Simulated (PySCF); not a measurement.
## Working out the excitation energy of Xe⁺

Xe⁺ [Kr] 4d10 5s2 5p5 (2P) → Xe⁺ [Kr] 4d10 5s2 5p4 5d1 (high-spin determinant). All numbers are calculated (PySCF 2.14, scalar relativity through the core potential, in aug-cc-pVDZ-PP with ECP28MDF). Frozen: 4s2 4p6 4d10. Energies in hartree (1 hartree = 27.21139 eV):

| part | Xe⁺ (lower) | Xe⁺ (upper) |
| --- | --- | --- |
| UHF | -327.865723 | -327.433410 |
| MP2 opposite-spin | -0.060435 | -0.043696 |
| MP2 same-spin | -0.020725 | -0.014624 |

Task: What does Hartree-Fock give?

Result: (-327.433410) − (-327.865723) = 0.432313 hartree = 11.764 eV.

Task: What do MP2 and SCS-MP2 (6/5 opposite-spin, 1/3 same-spin) give?

Result: The opposite-spin parts differ by 0.455 eV and the same-spin parts by 0.166 eV. MP2: 11.764 + (0.455) + (0.166) = 12.385 eV. SCS-MP2: 11.764 + 1.2 × (0.455) + (0.166)/3 = 12.365 eV.

One determinant mixes LS terms, so it does not stand for a single term.

A double-zeta basis recovers only part of the correlation energy.
